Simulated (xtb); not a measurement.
xtb job for C₃H₈GeSi, SMILES [SiH3][GeH2][CH2]C#C, GFN2-xTB. 

```
$ xtb mol.xyz --gfn 2 --sp --chrg 0 --uhf 0 --json
$ cat mol.xyz
13

C      2.58150253     1.45451669     0.76869201
C      2.06947472     0.70925736    -0.01692166
C      1.40617920    -0.18756517    -0.92754608
Ge    -0.33406108    -0.82213416    -0.16909287
Si    -1.77674446     0.91009101     0.46482054
H      3.06326530     2.10758753     1.43323640
H      1.22133487     0.33033214    -1.87288354
H      2.05431087    -1.04238538    -1.13498256
H      0.03066481    -1.76852999     0.95543061
H     -0.88209036    -1.78130932    -1.21167425
H     -2.65351957     0.48681987     1.55611155
H     -0.99854542     2.06783169     0.90100575
H     -2.61398207     1.30941926    -0.66810499
```

Output:

```
[banner left out]
          |                Calculation Setup                |
           -------------------------------------------------



           -------------------------------------------------
          |                 G F N 2 - x T B                 |
           -------------------------------------------------

        Reference                      10.1021/acs.jctc.8b01176
      * Hamiltonian:
        H0-scaling (s, p, d)           1.850000    2.230000    2.230000
        zeta-weighting                 0.500000
      * Dispersion:
        s8                             2.700000
        a1                             0.520000
        a2                             5.000000
        s9                             5.000000
      * Repulsion:
        kExp                           1.500000    1.000000
        rExp                           1.000000
      * Coulomb:
        alpha                          2.000000
        third order                    shell-resolved
        anisotropic                    true
        a3                             3.000000
        a5                             4.000000
        cn-shift                       1.200000
        cn-exp                         4.000000
        max-rad                        5.000000


          ...................................................
          :                      SETUP                      :
          :.................................................:
          :  # basis functions                  40          :
          :  # atomic orbitals                  38          :
          :  # shells                           20          :
          :  # electrons                        28          :
          :  max. iterations                   250          :
          :  Hamiltonian                  GFN2-xTB          :
          :  restarted?                      false          :
          :  GBSA solvation                  false          :
          :  PC potential                    false          :
          :  electronic temp.          300.0000000     K    :
          :  accuracy                    1.0000000          :
          :  -> integral cutoff          0.2500000E+02      :
          :  -> integral neglect         0.1000000E-07      :
          :  -> SCF convergence          0.1000000E-05 Eh   :
          :  -> wf. convergence          0.1000000E-03 e    :
          :  Broyden damping             0.4000000          :
          :  net charge                          0          :
          :  unpaired electrons                  0          :
          ...................................................

 iter      E             dE          RMSdq      gap      omega  full diag
   1    -14.1040775 -0.141041E+02  0.767E+00    4.99       0.0  T
   2    -14.1198406 -0.157630E-01  0.776E+00    4.02       1.0  T
   3    -14.3151692 -0.195329E+00  0.264E+00    4.57       1.0  T
   4    -14.3058190  0.935014E-02  0.201E+00    4.72       1.0  T
   5    -14.3175147 -0.116957E-01  0.293E-01    4.75       1.0  T
   6    -14.3174413  0.734035E-04  0.380E-01    4.76       1.0  T
   7    -14.3176594 -0.218123E-03  0.209E-01    4.73       1.0  T
   8    -14.3178699 -0.210515E-03  0.744E-02    4.71       1.0  T
   9    -14.3178826 -0.126149E-04  0.176E-02    4.72       1.6  T
  10    -14.3178827 -0.110894E-06  0.788E-03    4.72       3.5  T
  11    -14.3178828 -0.145908E-06  0.373E-03    4.72       7.4  T
  12    -14.3178828 -0.311824E-07  0.563E-04    4.72      49.3  T
  13    -14.3178828 -0.246198E-09  0.443E-04    4.72      62.6  T

   *** convergence criteria satisfied after 13 iterations ***

         #    Occupation            Energy/Eh            Energy/eV
      -------------------------------------------------------------
         1        2.0000           -0.7231399             -19.6776
       ...           ...                  ...                  ...
         8        2.0000           -0.4437242             -12.0743
         9        2.0000           -0.4402242             -11.9791
        10        2.0000           -0.4357704             -11.8579
        11        2.0000           -0.4261173             -11.5952
        12        2.0000           -0.3997296             -10.8772
        13        2.0000           -0.3935261             -10.7084
        14        2.0000           -0.3778976             -10.2831 (HOMO)
        15                         -0.2045801              -5.5669 (LUMO)
        16                         -0.2012886              -5.4773
        17                         -0.1868561              -5.0846
        18                         -0.1462608              -3.9800
        19                         -0.1421227              -3.8674
       ...                                ...                  ...
        38                          1.4565084              39.6336
      -------------------------------------------------------------
                  HL-Gap            0.1733174 Eh            4.7162 eV
             Fermi-level           -0.2912389 Eh           -7.9250 eV

 SCC (total)                   0 d,  0 h,  0 min,  0.007 sec
 SCC setup                      ...        0 min,  0.000 sec (  1.015%)
 Dispersion                     ...        0 min,  0.000 sec (  0.699%)
 classical contributions        ...        0 min,  0.000 sec (  0.203%)
 integral evaluation            ...        0 min,  0.001 sec ( 16.406%)
 iterations                     ...        0 min,  0.004 sec ( 52.261%)
 molecular gradient             ...        0 min,  0.002 sec ( 28.335%)
 printout                       ...        0 min,  0.000 sec (  0.906%)

         :::::::::::::::::::::::::::::::::::::::::::::::::::::
         ::                     SUMMARY                     ::
         :::::::::::::::::::::::::::::::::::::::::::::::::::::
         :: total energy             -14.075434885775 Eh    ::
         :: gradient norm              0.000247737502 Eh/a0 ::
         :: HOMO-LUMO gap              4.716207722225 eV    ::
         ::.................................................::
         :: SCC energy               -14.317855791559 Eh    ::
         :: -> isotropic ES            0.012567633005 Eh    ::
         :: -> anisotropic ES          0.003047699970 Eh    ::
         :: -> anisotropic XC          0.012936689042 Eh    ::
         :: -> dispersion             -0.008849349741 Eh    ::
         :: repulsion energy           0.242420905784 Eh    ::
         :: add. restraining           0.000000000000 Eh    ::
         :: total charge               0.000000000000 e     ::
         :::::::::::::::::::::::::::::::::::::::::::::::::::::

           -------------------------------------------------
          |                Property Printout                |
           -------------------------------------------------

    * Orbital Energies and Occupations

         #    Occupation            Energy/Eh            Energy/eV
      -------------------------------------------------------------
         1        2.0000           -0.7231399             -19.6776
         2        2.0000           -0.6131205             -16.6839
         3        2.0000           -0.5970042             -16.2453
         4        2.0000           -0.5735223             -15.6063
         5        2.0000           -0.5125652             -13.9476
         6        2.0000           -0.4868870             -13.2489
         7        2.0000           -0.4692885             -12.7700
         8        2.0000           -0.4437242             -12.0743
         9        2.0000           -0.4402242             -11.9791
        10        2.0000           -0.4357704             -11.8579
        11        2.0000           -0.4261173             -11.5952
        12        2.0000           -0.3997296             -10.8772
        13        2.0000           -0.3935261             -10.7084
        14        2.0000           -0.3778976             -10.2831 (HOMO)
        15                         -0.2045801              -5.5669 (LUMO)
        16                         -0.2012886              -5.4773
        17                         -0.1868561              -5.0846
        18                         -0.1462608              -3.9800
        19                         -0.1421227              -3.8674
        20                         -0.1292843              -3.5180
        21                         -0.1207362              -3.2854
        22                         -0.0390016              -1.0613
        23                         -0.0262926              -0.7155
        24                         -0.0084193              -0.2291
        25                          0.0709618               1.9310
       ...                                ...                  ...
        38                          1.4565084              39.6336
      -------------------------------------------------------------
                  HL-Gap            0.1733174 Eh            4.7162 eV
             Fermi-level           -0.2912389 Eh           -7.9250 eV

     #   Z          covCN         q      C6AA      α(0)
     1   6 C        1.909    -0.125    34.609     9.501
     2   6 C        1.998    -0.030    31.852     9.114
     3   6 C        3.709    -0.084    22.242     6.741
     4  32 Ge       3.721     0.056   170.761    23.460
     5  14 Si       3.690     0.429    98.994    19.059
     6   1 H        0.928     0.065     2.140     2.288
     7   1 H        0.924     0.041     2.439     2.442
     8   1 H        0.924     0.050     2.317     2.380
     9   1 H        0.935    -0.058     4.290     3.238
    10   1 H        0.933    -0.059     4.320     3.250
    11   1 H        0.919    -0.097     5.471     3.658
    12   1 H        0.919    -0.092     5.285     3.596
    13   1 H        0.918    -0.096     5.428     3.644

 Mol. C6AA /au·bohr⁶  :       2990.308809
 Mol. C8AA /au·bohr⁸  :     122386.113184
 Mol. α(0) /au        :         92.371027


Wiberg/Mayer (AO) data.
largest (>0.10) Wiberg bond orders for each atom

 ---------------------------------------------------------------------------
     #   Z sym  total        # sym  WBO       # sym  WBO       # sym  WBO
 ---------------------------------------------------------------------------
     1   6 C    3.974 --     2 C    2.861     6 H    0.971
     2   6 C    3.979 --     1 C    2.861     3 C    1.075
     3   6 C    3.987 --     2 C    1.075     7 H    0.945     8 H    0.942
                             4 Ge   0.869
     4  32 Ge   3.596 --     9 H    0.870     3 C    0.869    10 H    0.865
                             5 Si   0.751
     5  14 Si   3.585 --    11 H    0.888    12 H    0.888    13 H    0.887
                             4 Ge   0.751
     6   1 H    0.996 --     1 C    0.971
     7   1 H    0.998 --     3 C    0.945
     8   1 H    0.997 --     3 C    0.942
     9   1 H    0.997 --     4 Ge   0.870
    10   1 H    0.996 --     4 Ge   0.865
    11   1 H    0.990 --     5 Si   0.888
    12   1 H    0.992 --     5 Si   0.888
    13   1 H    0.991 --     5 Si   0.887
 ---------------------------------------------------------------------------

Topologies differ in total number of bonds
Writing topology from bond orders to xtbtopo.mol

molecular dipole:
                 x           y           z       tot (Debye)
 q only:       -0.530       0.188      -0.042
   full:       -0.215       0.239      -0.110       0.863
molecular quadrupole (traceless):
                xx          xy          yy          xz          yz          zz
 q only:       -0.062      -1.538      -0.740      -0.869       0.406       0.802
  q+dip:       -1.477       0.772      -1.169       1.003       2.050       2.647
   full:       -0.410      -0.252      -1.581      -0.356       0.820       1.991


           -------------------------------------------------
Note: The following floating-point exceptions are signalling: IEEE_UNDERFLOW_FLAG IEEE_DENORMAL
normal termination of xtb
          | TOTAL ENERGY              -14.075434885775 Eh   |
          | GRADIENT NORM               0.000247737502 Eh/α |
          | HOMO-LUMO GAP               4.716207722225 eV   |
           -------------------------------------------------

------------------------------------------------------------------------
------------------------------------------------------------------------
 total:
 SCF:
```

The calculation finished and met its thresholds.

Cost: very roughly 0.03 core-seconds.
